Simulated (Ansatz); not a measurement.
CH7AsSi (`C[AsH][SiH3]`). Charge 0, multiplicity 1.

```xyz
10

C     0.8464   -0.5022   -1.2990
As   -0.4888   -1.2393   -0.0359
Si   -0.9420    0.7976    1.0673
H     1.3593   -1.3344   -1.7809
H     1.5753    0.1413   -0.8092
H     0.3151    0.0665   -2.0626
H     0.5121   -1.6579    1.0358
H    -1.7390    1.6592    0.1528
H     0.3005    1.5302    1.4362
H    -1.7389    0.5389    2.2954
```

Task: List the harmonic frequencies (cm⁻¹, unscaled) at PBE0-D4/def2-TZVP in Ansatz. (Best estimate.)

Result: Computed: 107, 138, 151, 361, 446, 541, 578, 657, 706, 859, 886, 932, 942, 947, 1280, 1460, 1466, 2192, 2208, 2222, 2230, 3068, 3161, 3170.

Task: Is this a minimum?

Result: Yes, all 24 modes are real.

Task: Give the ideal-gas thermochemistry at 298.15 K and 1 bar (rigid rotor, harmonic oscillator; point group C1, symmetry number 1).

Result: Zero-point energy 183.7 kJ/mol; H(298) − E = 202.9 kJ/mol; entropy 332.3 J/(mol·K), of which translation 168.8, rotation 108.4, vibration 55.1; G(298) − E = 103.8 kJ/mol.

Task: And at 400, 500, 600, 800 and 1000 K?

Result: 
```json
{"T (K)": "400", "H − E (kJ/mol)": "213.8", "S (J/mol/K)": "363.9", "G − E (kJ/mol)": "68.3"}
{"T (K)": "500", "H − E (kJ/mol)": "226.4", "S (J/mol/K)": "391.7", "G − E (kJ/mol)": "30.5"}
{"T (K)": "600", "H − E (kJ/mol)": "240.3", "S (J/mol/K)": "417.1", "G − E (kJ/mol)": "-10.0"}
{"T (K)": "800", "H − E (kJ/mol)": "271.5", "S (J/mol/K)": "461.8", "G − E (kJ/mol)": "-98.0"}
{"T (K)": "1000", "H − E (kJ/mol)": "306.1", "S (J/mol/K)": "500.4", "G − E (kJ/mol)": "-194.3"}
```
